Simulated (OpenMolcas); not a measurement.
Predicting a hybrid from its neighbours: AlNH2ClF

AlNH2ClF: 6 atoms, total charge 0, spin state singlet. SMILES: `[NH2][Al]([F])[Cl]`. Geometry: relaxed at PBE0-D4/def2-TZVP.

The HOMO–LUMO gap y, in eV, basis aug-cc-pVDZ; a is the functional's share of exact exchange. Programs: OpenMolcas 26.06.

```
functional     program     a  y (eV)
      BLYP  OpenMolcas     0    4.79
    revPBE  OpenMolcas     0    4.90
     B3LYP  OpenMolcas   0.2    6.52
      PBE0  OpenMolcas  0.25       ?
     BHLYP  OpenMolcas   0.5    8.91
```

Q: Fit y = c + s·a to the known rows and predict PBE0.

A: 
1. Means of the 4 rows: a = 0.1750, y = 6.280.
2. Σ(Δa)² = 0.1675, Σ(Δa·Δy) = 1.363, so the slope is 1.363/0.1675 = 8.1373.
3. Intercept: 6.280 − (8.1373) × 0.1750 = 4.856. The largest residual of the fit is 0.066.
4. PBE0: 4.856 + (8.1373) × 0.25 = 6.89 eV.

The run gave 7.05 eV, so the prediction is off by -0.16 eV, more than the scatter of the fit. Exact exchange lowers occupied levels and raises empty ones. The rows mix families of semi-local functionals, which the line can't see.
